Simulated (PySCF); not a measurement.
PySCF input file for BH₅P₂, SMILES PBP, PBE0/pcJ-1. Geometry optimised at B3LYP-D3(BJ)/def2-TZVP. The values are those of a single conformer.

```python
import numpy as np
from pyscf import gto, scf, dft
from pyscf.prop.ssc import rks as ssc

mol = gto.M(
    atom='''
    B     0.08087280    0.72390056   -0.00000000
    H     0.03618724    1.91372185   -0.00000000
    P    -0.11198929   -0.14004735   -1.66082037
    H     0.76619696    0.62435002   -2.45815568
    H     0.69336677   -1.29025214   -1.51244119
    P    -0.11198929   -0.14004735    1.66082037
    H     0.69336677   -1.29025214    1.51244120
    H     0.76619697    0.62435002    2.45815568
    ''',
    basis='pcJ-1',
    charge=0,
    spin=0,
    max_memory=1600,
    verbose=3,
)
mf = dft.RKS(mol, xc='pbe0')
mf.grids.level = 3
mf.conv_tol = 1e-10
mf.max_cycle = 100
mf.kernel()
j = ssc.SSC(mf)
j.with_fcsd = True
j.max_cycle_cphf = 80
j.conv_tol = 1e-7
e11 = j.kernel()
```

Program output:

```
converged SCF energy = -705.737321330522
Reduced spin-spin coupling constant K (Hz)
               #0        #1        #2        #3        #4
        0 B    0.00000
        1 H   13.58579   0.00000
        2 P   10.71306  -0.08687   0.00000
        3 H   -0.28630   0.16715  18.37567   0.00000
        4 H   -0.46953   0.31921  17.48019  -0.13671   0.00000
        5 P   10.87616  -0.10854  22.16760   3.93810  -0.03608
        6 H   -0.46975   0.31923  -0.01436   0.00098   0.03139
        7 H   -0.28632   0.16715   3.94270   0.20725   0.00098
               #5        #6        #7
        5 P    0.00000
        6 H   17.48246   0.00000
        7 H   18.37598  -0.13669   0.00000
Spin-spin coupling constant J (Hz)
               #0        #1        #2        #3        #4
        0 B    0.00000
        1 H  136.02069   0.00000
        2 P   43.45895  -1.09812   0.00000
        3 H   -2.86644   5.21515 232.29686   0.00000
        4 H   -4.70088   9.95943 220.97662  -4.26537   0.00000
        5 P   44.12058  -1.37209 113.54410  49.78372  -0.45613
        6 H   -4.70311   9.95996  -0.18159   0.03069   0.97930
        7 H   -2.86664   5.21518  49.84179   6.46628   0.03069
               #5        #6        #7
        5 P    0.00000
        6 H  221.00533   0.00000
        7 H  232.30081  -4.26484   0.00000
```

The calculation finished and met its thresholds.
